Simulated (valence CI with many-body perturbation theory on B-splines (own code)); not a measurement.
# Sr VIII: electric-dipole lines

Level of theory: configuration interaction combined with many-body perturbation theory (CI+MBPT): three valence electrons over a frozen Dirac-Fock core [Ar] 3d10, a basis of 11 s, 11 p, 10 d, 8 f, 5 g, 2 h functions for each j, with the one-electron correlation potential Σ1, the two-electron term Σ2, the three-electron term Σ3, Breit, model QED; selected CI, second order for the rest, scaled by the run's own slope (own B-spline code, finite nucleus).

Against 9 measured levels this calculation errs by 132 cm⁻¹ on average and by 214 at most. These come from a selection out of Sansonetti, J. Phys. Chem. Ref. Data 41, 013102 (2012). Levels without a partner in it may be off by more.

Lines 1 to 50 of 563 in falling wavelength, among levels below 773450 cm⁻¹, chosen from the strongest by gf and those to the six lowest levels. Wavelengths and rates use the calculated energies, so an error of 100 cm⁻¹ moves a line at 1049 nm by 1 % and its rate by three times that or more. Electric multipoles are in the length gauge, E1 and E2 with the static RPA response of the core. Weak lines are less certain than strong ones. Lines between different terms over intervals too small for the method are left out, as are lines whose strength nearly cancels. Where a level lies close to another of its J and parity, the split of strength between their lines is uncertain. The highest levels of a list are the least certain.

Names give the largest LS component (configuration and term), which can be under half, so a name can repeat, a term be missing and a line seem to break the LS rules; names also repeat where a configuration has a term twice. Letters in brackets count levels of one name in rising energy.

| λ vac (nm) | Upper | Lower | A (s⁻¹) | S (a.u.) |
| --- | --- | --- | --- | --- |
| 1049 | 4s²5g ²G_7/2 | 4s²5f ²F°_5/2 | 3.39e+06 | 1.55e+01 |
| 993.9 | 4s²5g ²G_9/2 | 4s²5f ²F°_7/2 | 5.78e+06 | 2.80e+01 |
| 821.4 | 4s²6f ²F°_5/2 | 4s4d² ²G_7/2 | 6.11e+06 | 1.00e+01 |
| 754.3 | 4s²6f ²F°_7/2 | 4s4d² ²G_9/2 | 6.65e+06 | 1.13e+01 |
| 573.0 | 4s²7p ²P°_1/2 | 4s²7s ²S_1/2 | 1.13e+08 | 2.10e+01 |
| 536.1 | 4s²7p ²P°_3/2 | 4s²7s ²S_1/2 | 1.37e+08 | 4.18e+01 |
| 308.7 | 4s4p4f ²G_7/2 [b] | 4s²5f ²F°_5/2 | 2.69e+07 | 3.13e+00 |
| 305.3 | 4s²6p ²P°_1/2 | 4s²6s ²S_1/2 | 3.23e+08 | 9.07e+00 |
| 287.0 | 4s4p4f ²G_9/2 [b] | 4s²5f ²F°_7/2 | 4.56e+07 | 5.32e+00 |
| 286.5 | 4s²6p ²P°_3/2 | 4s²6s ²S_1/2 | 3.88e+08 | 1.80e+01 |
| 246.7 | 4s²6f ²F°_7/2 | 4s4p4f ²D_5/2 [b] | 5.67e+07 | 3.36e+00 |
| 237.5 | 4s²6d ²D_3/2 | 4s²5f ²F°_5/2 | 5.36e+08 | 1.42e+01 |
| 235.6 | 4s²6d ²D_5/2 | 4s²5f ²F°_7/2 | 4.96e+08 | 1.92e+01 |
| 221.3 | 4s²7p ²P°_1/2 | 4s²6d ²D_3/2 | 1.09e+09 | 1.16e+01 |
| 216.9 | 4s²7p ²P°_3/2 | 4s²6d ²D_5/2 | 9.53e+08 | 1.92e+01 |
| 215.6 | 4s²7p ²P°_3/2 | 4s²6d ²D_3/2 | 1.12e+08 | 2.22e+00 |
| 213.0 | 4s²6f ²F°_5/2 | 4s²6d ²D_5/2 | 8.39e+07 | 2.40e+00 |
| 212.1 | 4s²6f ²F°_7/2 | 4s²6d ²D_5/2 | 1.28e+09 | 4.84e+01 |
| 211.8 | 4s²6f ²F°_5/2 | 4s²6d ²D_3/2 | 1.24e+09 | 3.50e+01 |
| 197.3 | 4s²6d ²D_3/2 | 4s²6p ²P°_3/2 | 2.50e+08 | 3.79e+00 |
| 196.2 | 4s²6d ²D_5/2 | 4s²6p ²P°_3/2 | 1.46e+09 | 3.27e+01 |
| 193.9 | 4s²5d ²D_3/2 | 4s²4f ²F°_5/2 | 1.97e+08 | 2.84e+00 |
| 189.3 | 4s²6d ²D_3/2 | 4s²6p ²P°_1/2 | 1.38e+09 | 1.85e+01 |
| 188.6 | 4s²5d ²D_5/2 | 4s²4f ²F°_7/2 | 2.07e+08 | 4.10e+00 |
| 182.7 | 4s²6f ²F°_7/2 | 4s4p4f ²G_9/2 [b] | 1.23e+08 | 2.96e+00 |
| 173.7 | 4s4p4f ²D_5/2 [b] | 4s²6p ²P°_3/2 | 1.47e+08 | 2.28e+00 |
| 173.1 | 4s4p5p ²D_3/2 [a] | 4s4p5s ²P°_3/2 [a] | 1.95e+08 | 2.00e+00 |
| 161.9 | 4s4p5p ⁴D_3/2 | 4s4p5s ⁴P°_3/2 | 4.04e+08 | 3.38e+00 |
| 161.9 | 4s4p5p ²D_3/2 [b] | 4s4p5s ²P°_3/2 [b] | 3.47e+08 | 2.91e+00 |
| 161.1 | 4s4p5p ⁴D_1/2 | 4s4p5s ⁴P°_1/2 | 5.45e+08 | 2.25e+00 |
| 160.2 | 4s4p5p ²D_3/2 [b] | 4s4p5s ²P°_1/2 [b] | 4.29e+08 | 3.48e+00 |
| 157.9 | 4s4p5p ²P_1/2 | 4s4p5s ²P°_3/2 [b] | 4.18e+08 | 1.62e+00 |
| 157.8 | 4s²5p ²P°_1/2 | 4s²5s ²S_1/2 | 6.53e+08 | 2.53e+00 |
| 156.3 | 4s4p5p ²P_1/2 | 4s4p5s ²P°_1/2 [b] | 3.78e+08 | 1.42e+00 |
| 153.7 | 4s4p5p ²D_5/2 [b] | 4s4p5s ²P°_3/2 [b] | 8.27e+08 | 8.89e+00 |
| 152.2 | 4s4p5p ²D_5/2 [a] | 4s4p5s ²P°_3/2 [a] | 7.97e+08 | 8.32e+00 |
| 148.7 | 4s4p5p ²P_3/2 [b] | 4s4p5s ²P°_3/2 [b] | 4.98e+08 | 3.24e+00 |
| 148.7 | 4s4p5p ⁴P_1/2 [b] | 4s4p5s ⁴P°_3/2 | 5.92e+08 | 1.92e+00 |
| 148.3 | 4s4p5p ²D_3/2 [a] | 4s4p5s ²P°_1/2 [a] | 3.85e+08 | 2.48e+00 |
| 147.8 | 4s4p5p ⁴D_7/2 | 4s4p5s ⁴P°_5/2 | 1.01e+09 | 1.28e+01 |
| 147.3 | 4s4p5p ²P_3/2 [b] | 4s4p5s ²P°_1/2 [b] | 4.57e+08 | 2.88e+00 |
| 146.6 | 4s4p5p ⁴D_5/2 | 4s4p5s ⁴P°_3/2 | 9.41e+08 | 8.77e+00 |
| 146.2 | 4s4p5p ⁴P_5/2 | 4s4p5s ⁴P°_5/2 | 7.81e+08 | 7.23e+00 |
| 143.7 | 4s4p5p ²P_3/2 [a] | 4s4p5s ⁴P°_1/2 | 6.52e+08 | 3.82e+00 |
| 140.2 | 4s²5p ²P°_3/2 | 4s²5s ²S_1/2 | 8.56e+08 | 4.65e+00 |
| 139.7 | 4s4p5p ⁴P_3/2 | 4s4p5s ⁴P°_3/2 | 2.49e+08 | 1.34e+00 |
| 138.8 | 4s4p5d ⁴P°_3/2 | 4s4p4f ⁴D_5/2 | 3.39e+08 | 1.79e+00 |
| 137.2 | 4s4p5p ⁴S_3/2 | 4s4p5s ⁴P°_5/2 | 8.35e+08 | 4.26e+00 |
| 137.0 | 4s4p5d ²F°_5/2 [b] | 4s4p4f ⁴D_7/2 | 3.52e+08 | 2.68e+00 |
| 133.7 | 4s4p5d ⁴P°_5/2 | 4s4p4f ²G_7/2 [a] | 3.00e+08 | 2.12e+00 |
